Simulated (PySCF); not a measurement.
MoO₂Cl, SMILES [O]=[Mo](=[O])[Cl] (connectivity only; charge and spin as stated), neutral, multiplicity 2.

Geometry optimised at r2SCAN-D4/def2-SVP. The geometry has at least one imaginary mode, so it is a saddle point at that level. The multiplicity is an assumed one; other spin states were not compared. The isomer is the one that the SMILES or the coordinates give; other isomers of the formula were not compared. The def2 effective core potentials stand for the cores of Mo; spin–orbit coupling is left out.

Two levels are set side by side: PBE/def2-TZVPD (PySCF) and PBE0/def2-TZVPD (PySCF). Same geometry, gas phase. Differences are taken from unrounded values.

```
quantity                      PBE
---------------------------  ----
α-spin orbital gap (eV)      1.36
β-spin orbital gap (eV)      3.18
dipole moment (D)            1.17
mean polarisability (bohr³)  60.9
```

Task: These are the PBE values. What does PBE0 give? (Estimate from the structure and the level; the computed values follow.)

Result: 
```tsv
quantity	PBE0	PBE minus PBE0
α-spin orbital gap (eV)	3.72	-2.36
β-spin orbital gap (eV)	5.76	-2.58
dipole moment (D)	1.25	-0.08
mean polarisability (bohr³)	57.9	2.9
```

PBE's more diffuse valence density responds more strongly to a field. Differences between two approximate levels are no errors against the true value.

Rough cost on one machine, each run with all the roots and properties that it gave: PBE0 against PBE about 1/3.
